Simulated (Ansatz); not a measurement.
Relaxation of BF$_{2}$H$_{4}$N (8 atoms, charge 0, multiplicity 1), to a largest force component of 0.03 eV/Å in at most 50 steps.

All numbers below come from RKS revPBE-D4/def2-SVP in Ansatz.

```xyz
8
Properties=species:S:1:pos:R:3
B 0.062 0.455 -0.412
F 0.096 0.071 2.086
N 1.330 0.066 -0.867
H 1.514 -0.861 -1.252
H 2.152 0.662 -0.791
F -1.008 -0.353 -0.573
H -0.111 1.574 0.006
H -0.113 0.911 1.742
```

Q: Where does it end, and by what steps?

A: The run converged. After 6 steps the energy has fallen by 0.047 eV; F2 moved furthest, 0.27 Å.

```
step  energy less start (eV)  largest force component (eV/Å)  accepted
   0                  0.0000                           0.422       yes
   1                 -0.0181                           1.142       yes
   2                 -0.0173                           1.010        no
   3                 -0.0403                           0.282       yes
   4                 -0.0150                           0.646        no
   5                 -0.0464                           0.102       yes
   6                 -0.0472                           0.018       yes
```

```xyz
8
Properties=species:S:1:pos:R:3
B 0.050 0.425 -0.460
F 0.072 0.205 2.316
N 1.328 0.063 -0.902
H 1.521 -0.828 -1.363
H 2.153 0.636 -0.731
F -1.017 -0.365 -0.688
H -0.124 1.509 0.092
H -0.063 0.881 1.675
```

Whether the end is a true minimum wasn't checked by a vibrational analysis.

The run took 14 s on 1 thread of Arm Neoverse V1, on a shared host, peak memory 0.13 GiB.
